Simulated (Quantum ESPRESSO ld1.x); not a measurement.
The numbers below are computed, except where a source is named.
Task: Coherent X-ray form factor from a spherical all-electron density. Level of theory: scalar-relativistic Kohn-Sham, revPBE, spin-unpolarised, spherical densities, point nucleus (ld1.x of Quantum ESPRESSO 7.5).

sin(theta)/lambda (1/angstrom)  f0 (electrons)
0.05                                    38.929
0.1                                     38.717
0.15                                    38.368
0.2                                     37.890
0.25                                    37.291
0.3                                     36.582
0.4                                     34.887
0.5                                     32.920
0.6                                     30.802
0.8                                     26.540
1                                       22.755
1.25                                    19.062
1.5                                     16.375
2                                       12.535

The species is in the configuration that NIST lists as its ground one. Which atom or ion scatters so?

Result: The erbium ion Er29+, [Kr] 4d3. Extrapolating in s^2 from the first two rows gives f0(0) = 39.0, near the electron count 39; among species with that count, the fall with angle is slower the higher Z, and the table is that of Z = 68; from so few rows the species is fixed only to a neighbour or two.
